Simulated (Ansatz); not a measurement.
`[SiH3]N([SiH3])[Si]Br` + `[OH][Mg][Br]` → `Br[Si]Br` + `[OH][Mg][N]([SiH3])[SiH3]`  (redistribution)

Computed with Ansatz on PBE0-D4/def2-TZVP structures; ΔE is electronic, products minus reactants. CCSD(T)/CBS is the MP2 limit (def2-TZVPP, def2-QZVPP) plus CCSD(T) − MP2 in def2-TZVPP, frozen cores. Functionals use def2-TZVPP. For Br, Mg outer-core shells are correlated without core-valence functions, which leaves a few kJ/mol of doubt a bond. Scalar relativity is left out up to krypton. Each species was taken in one conformer, which may not be the lowest.

CCSD(T)/CBS gives +23.8 kcal/mol.

**Question.** Another level gave +25.6 kcal/mol. Which?
A. PBE/def2-TZVPP
B. BHLYP-D4/def2-TZVPP
C. r2SCAN/def2-TZVPP
D. ωB97M-V/def2-TZVPP

**Answer.** D. ωB97M-V 25.6, r2SCAN 23.6, BHLYP-D4 26.9, PBE 20.8 kcal/mol.

Largest T1 diagnostic among the species: 0.012.

In def2-TZVPP, CCSD(T) changes the Hartree–Fock value by −2.8 kcal/mol (the triples alone add −0.3 kcal/mol) and MP2 by −2.3 kcal/mol. From r2SCAN to r2SCAN0 (25 % exact exchange), in def2-TZVPP and without D4, ΔE moves by +1.4 kcal/mol.
